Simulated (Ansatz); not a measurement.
Start from `[F][SnH]([F])[F]` and change one atom or group to get `[OH][SnH]([F])[F]`.

Ansatz, PBE0-D4/def2-TZVP geometries, multiplicity 1. Each molecule was computed in one conformer, which needn't be the lowest.

Elements past krypton have def2 core potentials.

```
                                      property  `[F][SnH]([F])[F]`
             LUMO energy (PBE/def2-TZVPP) / eV               -3.15
       HOMO–LUMO gap (ωB97M-V/def2-TZVPP) / eV               13.32
zero-point energy (PBE0-D4/def2-TZVP) / kJ/mol                33.5
           HOMO–LUMO gap (PBE/def2-TZVPP) / eV                6.13
         HOMO energy (ωB97M-V/def2-TZVPP) / eV              -13.38
           HOMO energy (B3LYP/def2-TZVPP) / eV              -10.81
```

(1) Give the same properties after the change, and the shifts. (An estimate is asked.)

Results:

(1) Computed: 
```csv
property,`[OH][SnH]([F])[F]`,shift
LUMO energy (PBE/def2-TZVPP) / eV,-2.65,0.50
HOMO–LUMO gap (ωB97M-V/def2-TZVPP) / eV,12.59,-0.73
zero-point energy (PBE0-D4/def2-TZVP) / kJ/mol,62.8,29.3
HOMO–LUMO gap (PBE/def2-TZVPP) / eV,5.29,-0.84
HOMO energy (ωB97M-V/def2-TZVPP) / eV,-12.24,1.14
HOMO energy (B3LYP/def2-TZVPP) / eV,-9.45,1.36
```

With PBE0 the HOMO rises by 1.31 eV and the LUMO rises by 0.49 eV, so the gap narrows by about 0.82 eV. PBE moves the HOMO by 1.35 eV and ωB97M-V by 1.14 eV. The zero-point energy changes by 29.3 kJ/mol with +3 modes.

B3LYP here is the variant with VWN-RPA as its local correlation; programs differ in this.
